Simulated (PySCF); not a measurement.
PySCF input for C3H4BFO, SMILES OB1C=C[C@H]1F, TDA-ωB97X/def2-SVPD. The structure is a stationary point at PBE0-D3(BJ)/def2-SVP. The structure was generated by enumeration; whether it is a known compound was not checked. Other conformers were not sampled.

```python
import numpy as np
from pyscf import gto, scf, dft, tdscf

mol = gto.M(
    atom='''
    O     1.84376779    0.82989672    0.01071410
    B     0.55504809    0.55187592    0.27991032
    C    -0.74296362    1.38470264    0.29471061
    C    -1.40314956    0.23350941    0.01078406
    C    -0.33311092   -0.79059164    0.29886698
    F    -0.11066475   -1.72594122   -0.69484677
    H     2.38286106    0.03709737   -0.08413632
    H    -1.12292988    2.40710588    0.32694263
    H    -2.42581772    0.05425287   -0.34966263
    H    -0.48816867   -1.32926096    1.24904281
    ''',
    basis='def2-SVPD',
    charge=0,
    spin=0,
    max_memory=1600,
    verbose=4,
)
mf = dft.RKS(mol, xc='wb97x').density_fit(auxbasis='def2-universal-jkfit')
mf.grids.level = 3
mf.conv_tol = 1e-9
mf.max_cycle = 100
mf.kernel()
mf.grids = dft.Grids(mol).set(level=1).build(with_non0tab=True)  # coarser grid for the response kernel
td = tdscf.TDA(mf)
td.singlet = True
td.nstates = 10
td.conv_tol = 1e-4
td.positive_eig_threshold = 1e-6
td.kernel(x0=td.get_init_guess(mf, 15))
td.analyze()
tt = tdscf.TDA(mf)
tt.singlet = False
tt.nstates = 4
tt.conv_tol = 1e-4
tt.positive_eig_threshold = 1e-6
tt.kernel(x0=tt.get_init_guess(mf, 9))
tt.analyze(verbose=3)
```

Program output:

```
PySCF version 2.14.0

[INPUT] verbose = 4
[INPUT] num. atoms = 10
[INPUT] num. electrons = 44
[INPUT] charge = 0
[INPUT] spin (= nelec alpha-beta = 2S) = 0
[INPUT] symmetry False subgroup None
[INPUT] Mole.unit = angstrom
[INPUT] Symbol           X                Y                Z      unit          X                Y                Z       unit  Magmom
[INPUT]  1 O      1.843767790000   0.829896720000   0.010714100000 AA    3.484216160395   1.568277512475   0.020246714671 Bohr   0.0
[INPUT]  2 B      0.555048090000   0.551875920000   0.279910320000 AA    1.048888876063   1.042894343542   0.528953844239 Bohr   0.0
[INPUT]  3 C     -0.742963620000   1.384702640000   0.294710610000 AA   -1.403997762315   2.616708753562   0.556922338904 Bohr   0.0
[INPUT]  4 C     -1.403149560000   0.233509410000   0.010784060000 AA   -2.651568380204   0.441268832409   0.020378919911 Bohr   0.0
[INPUT]  5 C     -0.333110920000  -0.790591640000   0.298866980000 AA   -0.629488407902  -1.494001675971   0.564776739876 Bohr   0.0
[INPUT]  6 F     -0.110664750000  -1.725941220000  -0.694846770000 AA   -0.209126069143  -3.261556212898  -1.313070093839 Bohr   0.0
[INPUT]  7 H      2.382861060000   0.037097370000  -0.084136320000 AA    4.502954796291   0.070103869242  -0.158994601929 Bohr   0.0
[INPUT]  8 H     -1.122929880000   2.407105880000   0.326942630000 AA   -2.122029930291   4.548770866030   0.617832029145 Bohr   0.0
[INPUT]  9 H     -2.425817720000   0.054252870000  -0.349662630000 AA   -4.584131118917   0.102523065772  -0.660766606695 Bohr   0.0
[INPUT] 10 H     -0.488168670000  -1.329260960000   1.249042810000 AA   -0.922505088893  -2.511939162476   2.360348828757 Bohr   0.0

nuclear repulsion = 206.424987110524
number of shells = 66
number of NR pGTOs = 226
number of NR cGTOs = 158
basis = def2-SVPD
ecp = {}


[settings echo left out]
init E= -317.356032118558
  HOMO = -0.302947465352318  LUMO = -0.0480296392868831  gap/eV = 6.93667
cycle= 1 E= -316.239551482648  delta_E= 1.12  |g|= 0.726  |ddm|= 4.24
  HOMO = -0.342893702160364  LUMO = 0.0334124196099879  gap/eV = 10.23981
cycle= 2 E= -316.236233061838  delta_E= 0.00332  |g|= 0.812  |ddm|= 1.38
  HOMO = -0.383036813589799  LUMO = 0.0474384104704026  gap/eV = 11.71383
cycle= 3 E= -316.348468108064  delta_E= -0.112  |g|= 0.0504  |ddm|= 0.655
  HOMO = -0.385745287540058  LUMO = 0.0456139615794622  gap/eV = 11.73788
cycle= 4 E= -316.349274393664  delta_E= -0.000806  |g|= 0.0171  |ddm|= 0.116
  HOMO = -0.383698239000625  LUMO = 0.0496014633466171  gap/eV = 11.79069
cycle= 5 E= -316.349371044113  delta_E= -9.67e-05  |g|= 0.00592  |ddm|= 0.0435
  HOMO = -0.384174986768936  LUMO = 0.0486843001495489  gap/eV = 11.77870
cycle= 6 E= -316.349381840158  delta_E= -1.08e-05  |g|= 0.00152  |ddm|= 0.0129
  HOMO = -0.38431330361534  LUMO = 0.0486132498964991  gap/eV = 11.78053
cycle= 7 E= -316.34938287665  delta_E= -1.04e-06  |g|= 0.000846  |ddm|= 0.00469
  HOMO = -0.38425750431931  LUMO = 0.048678620082669  gap/eV = 11.78079
cycle= 8 E= -316.349383104272  delta_E= -2.28e-07  |g|= 0.000195  |ddm|= 0.00184
  HOMO = -0.384243959993596  LUMO = 0.0486897508300674  gap/eV = 11.78073
cycle= 9 E= -316.349383130379  delta_E= -2.61e-08  |g|= 8.23e-05  |ddm|= 0.000561
  HOMO = -0.384255919274341  LUMO = 0.0486846126200966  gap/eV = 11.78091
cycle= 10 E= -316.349383134103  delta_E= -3.72e-09  |g|= 2.63e-05  |ddm|= 0.000216
  HOMO = -0.384253762680048  LUMO = 0.0486868516651828  gap/eV = 11.78091
cycle= 11 E= -316.349383134623  delta_E= -5.19e-10  |g|= 1.17e-05  |ddm|= 0.000113
  HOMO = -0.384253530279278  LUMO = 0.048686583073561  gap/eV = 11.78090
Extra cycle  E= -316.349383134644  delta_E= -2.15e-11  |g|= 1.18e-05  |ddm|= 3.72e-05
converged SCF energy = -316.349383134644
tot grids = 41088
Overwritten attributes  positive_eig_threshold  of <class 'pyscf.tdscf.rks.TDA'>


******** <class 'pyscf.tdscf.rks.TDA'> for <class 'pyscf.df.df_jk.DFRKS'> ********
nstates = 10 singlet
deg_eia_thresh = 1.000e-03
wfnsym = None
conv_tol = 0.0001
eigh lindep = 1e-12
eigh level_shift = 0
eigh max_cycle = 100


Excitation energies (eV)
[6.13901149 6.79475819 7.28702581 7.5551605  7.89756021 8.04794096
 8.5062706  8.59320718 8.8102978  8.89396847]

** Singlet excitation energies and oscillator strengths **
Excited State   1:      6.13901 eV    201.96 nm  f=0.0141
      21 -> 23        0.37849
      22 -> 23       -0.56507
Excited State   2:      6.79476 eV    182.47 nm  f=0.0404
      19 -> 23       -0.23270
      20 -> 23       -0.53189
      20 -> 24        0.10415
      21 -> 23       -0.29404
      22 -> 23       -0.19064
Excited State   3:      7.28703 eV    170.14 nm  f=0.1256
      19 -> 23        0.15071
      20 -> 23       -0.40658
      21 -> 23        0.42508
      22 -> 23        0.26458
      22 -> 25       -0.10204
Excited State   4:      7.55516 eV    164.11 nm  f=0.0207
      21 -> 25       -0.27782
      21 -> 26       -0.12188
      21 -> 28        0.12752
      22 -> 23        0.12064
      22 -> 24        0.13437
      22 -> 25        0.50658
      22 -> 26        0.16730
      22 -> 28       -0.17684
Excited State   5:      7.89756 eV    156.99 nm  f=0.0064
      19 -> 23        0.31686
      21 -> 24       -0.16524
      21 -> 25        0.11938
      22 -> 24        0.50708
Excited State   6:      8.04794 eV    154.06 nm  f=0.0737
      16 -> 23        0.15003
      18 -> 23       -0.10021
      19 -> 23        0.45594
      21 -> 23       -0.17899
      22 -> 23       -0.14718
      22 -> 24       -0.32385
      22 -> 25        0.17681
Excited State   7:      8.50627 eV    145.76 nm  f=0.1054
      21 -> 24        0.42591
      21 -> 25        0.33099
      22 -> 24        0.10848
      22 -> 25        0.25912
      22 -> 26       -0.20243
Excited State   8:      8.59321 eV    144.28 nm  f=0.0701
      19 -> 23        0.12042
      20 -> 25       -0.29367
      20 -> 26       -0.10017
      20 -> 28        0.11487
      21 -> 24        0.29794
      21 -> 25       -0.29333
      21 -> 26       -0.11762
      21 -> 28        0.12224
      21 -> 30        0.10189
      22 -> 24        0.15107
      22 -> 25       -0.15144
      22 -> 26       -0.25332
Excited State   9:      8.81030 eV    140.73 nm  f=0.0286
      18 -> 24       -0.10353
      20 -> 25       -0.27282
      21 -> 24        0.20265
      21 -> 25        0.12101
      21 -> 26        0.22253
      22 -> 26        0.46539
      22 -> 28       -0.10450
Excited State  10:      8.89397 eV    139.40 nm  f=0.0918
      20 -> 24       -0.18038
      20 -> 25       -0.41920
      20 -> 26       -0.11731
      20 -> 28        0.13650
      21 -> 24       -0.26051
      21 -> 25        0.26524
      22 -> 25        0.13341
      22 -> 26       -0.18339

** Transition electric dipole moments (AU) **
state          X           Y           Z        Dip. S.      Osc.
  1        -0.1473     -0.2591     -0.0703      0.0938      0.0141
  2        -0.3625     -0.2848     -0.1730      0.2425      0.0404
  3         0.6446      0.5245      0.1135      0.7034      0.1256
  4        -0.0365      0.3205     -0.0873      0.1117      0.0207
  5        -0.1699      0.0064      0.0643      0.0330      0.0064
  6        -0.5603     -0.2062     -0.1314      0.3737      0.0737
  7        -0.4704      0.4608      0.2685      0.5057      0.1054
  8         0.1603     -0.5342      0.1487      0.3331      0.0701
  9         0.0065      0.3463     -0.1119      0.1325      0.0286
 10         0.0606      0.6123      0.2071      0.4215      0.0918

** Transition velocity dipole moments (imaginary part, AU) **
state          X           Y           Z        Dip. S.      Osc.
  1        -0.0170      0.0083      0.0041      0.0004      0.0011
  2        -0.0191     -0.0179      0.0472      0.0029      0.0078
  3         0.0261      0.0213      0.0027      0.0011      0.0028
  4        -0.0278      0.0323      0.0242      0.0024      0.0058
  5        -0.0040      0.0364      0.0091      0.0014      0.0033
  6        -0.0658     -0.0210      0.0009      0.0048      0.0108
  7        -0.1106      0.0718      0.0634      0.0214      0.0456
  8         0.0517     -0.0711      0.0335      0.0088      0.0187
  9         0.0178      0.0564     -0.0735      0.0089      0.0183
 10        -0.0029      0.0968      0.0495      0.0118      0.0241

** Transition magnetic dipole moments (imaginary part, AU) **
state          X           Y           Z
  1        -0.4323     -0.1009     -0.2305
  2         0.0823     -0.9092     -0.3668
  3        -0.5654      0.1016      0.5784
  4        -0.4467     -0.6491      0.3701
  5        -0.2594     -0.0735     -0.7260
  6        -0.5793      0.6417     -0.2965
  7         0.0612     -0.2583      0.1640
  8        -0.8417     -0.5778     -0.0968
  9         0.3914     -0.1807      0.2211
 10         0.0096      0.0056     -0.0973


******** <class 'pyscf.tdscf.rks.TDA'> for <class 'pyscf.df.df_jk.DFRKS'> ********
nstates = 4 triplet
deg_eia_thresh = 1.000e-03
wfnsym = None
conv_tol = 0.0001
eigh lindep = 1e-12
eigh level_shift = 0
eigh max_cycle = 100


Excitation energies (eV)
[4.44107662 5.80777262 6.26691783 6.97479373]

** Triplet excitation energies and oscillator strengths **
Excited State   1:      4.44108 eV    279.18 nm  f=0.0000
Excited State   2:      5.80777 eV    213.48 nm  f=0.0000
Excited State   3:      6.26692 eV    197.84 nm  f=0.0000
Excited State   4:      6.97479 eV    177.76 nm  f=0.0000
```

The calculation finished and met its thresholds.

Cost: very roughly 4 core-minutes.
